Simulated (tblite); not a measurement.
Start geometry of `FC1CC(=C[C@H](F)Cl)C1` from a force field or distance geometry (Å):
```
atom  x, y, z in Å
F1     2.1059    1.2949    0.0941
C2     2.3636   -0.0228    0.4371
Cl3    3.7244   -0.6742   -0.5481
C4     1.1563   -0.8027    0.0745
C5    -0.0340   -0.2620   -0.1342
C6    -0.6685    1.0870   -0.1571
C7    -1.9622    0.4027    0.2213
F8    -2.1140    0.1603    1.5664
C9    -1.3645   -0.8099   -0.5099
H10    2.5951   -0.0634    1.5346
H11    1.2619   -1.8882   -0.0015
H12   -0.2925    1.8078    0.5848
H13   -0.7419    1.4592   -1.1915
H14   -2.8223    0.8591   -0.3033
H15   -1.6374   -1.7762   -0.0714
H16   -1.5776   -0.7627   -1.6071
```

Problem. What comes out of this run: GFN2-xTB geometry optimisation, gas phase in tblite?

Solution. 
```
atom  x, y, z in Å
F1     2.1848    1.1290    0.8784
C2     2.4079   -0.0565    0.2561
Cl3    3.0980    0.3153   -1.3744
C4     1.1686   -0.8649    0.1001
C5    -0.0473   -0.3454    0.0533
C6    -0.5950    1.0522    0.1145
C7    -1.9662    0.4843   -0.2846
F8    -2.9840    0.7834    0.5842
C9    -1.4116   -0.9438   -0.1447
H10    3.1943   -0.5771    0.8134
H11    1.3267   -1.9260   -0.0167
H12   -0.5926    1.4725    1.1192
H13   -0.1480    1.7735   -0.5658
H14   -2.3164    0.7573   -1.2829
H15   -1.7954   -1.4452    0.7429
H16   -1.5316   -1.5996   -1.0044
```

The energy falls by 15.9 kcal/mol over 114 L-BFGS steps, the largest force on an atom goes from 2.14 to 0.005 eV/Å, and the atoms move by 0.828 Å rms after alignment. The bond that changes most is C9–H16 (allylic carbon to methylene hydrogen), which shortens by 0.031 Å. Bonds longer at the end by more than 0.005 Å: 5 of 16; shorter: 8. Among the angles that change most is F8–C7–H14, from 116.8° to 106.6°. Among the dihedrals that turn most is H13–C6–C7–F8, from -166° to -117°. Rotational constants go from 3617, 624.6, 591.1 to 3256, 623.1, 598.5 MHz. The orientation of the end geometry is arbitrary; only internal coordinates are fixed.

Time: 2.0 s of wall time. Hardware: Intel Xeon at 2.70 GHz, one thread (shared host).

Its GFN2-xTB frequencies are all real (lowest 23 cm⁻¹). The numbers are those of one conformer.

These are computed values.
